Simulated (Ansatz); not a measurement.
`B[SiH2]C(F)Cl` + `N[SiH2]F` → `B[SiH2]N[SiH2]F` + `FCCl`  (ligand exchange at the Si–C bond)

Gas-phase electronic energies from Ansatz, PBE0-D4/def2-TZVP geometries. CCSD(T)/CBS is the MP2 limit (def2-TZVPP, def2-QZVPP) plus CCSD(T) − MP2 in def2-TZVPP, frozen cores. This one scheme is used for every species. Functionals use def2-TZVPP. B3LYP here is the variant with VWN-RPA as its local correlation; programs differ in this. One conformer a species, not always the lowest.

```
             level  ΔE (eV)
          B3LYP-D4    -0.65
            B2PLYP    -0.65
CCSD(T)/def2-TZVPP    -0.69
SCS-MP2/def2-QZVPP    -0.69
```

Question: What does CCSD(T)/CBS give? (An estimate is asked.)

Answer: The calculation gave: -0.67 eV. The listed levels differ from it by 0.02, 0.02, -0.02, -0.02 eV.

Largest T1 diagnostic among the species: 0.012.

From PBE to PBE0 (25 % exact exchange), in def2-TZVPP and without D4, ΔE moves by −0.05 eV. The D4 term adds −0.07 eV with B3LYP and −0.03 eV with PBE0; it sums over pairs of atoms, weighted by their polarisabilities, and B3LYP, whose exchange is more repulsive, gets the larger term. In def2-TZVPP, CCSD(T) changes the Hartree–Fock value by −0.09 eV (the triples alone add −0.01 eV) and MP2 by −0.12 eV.
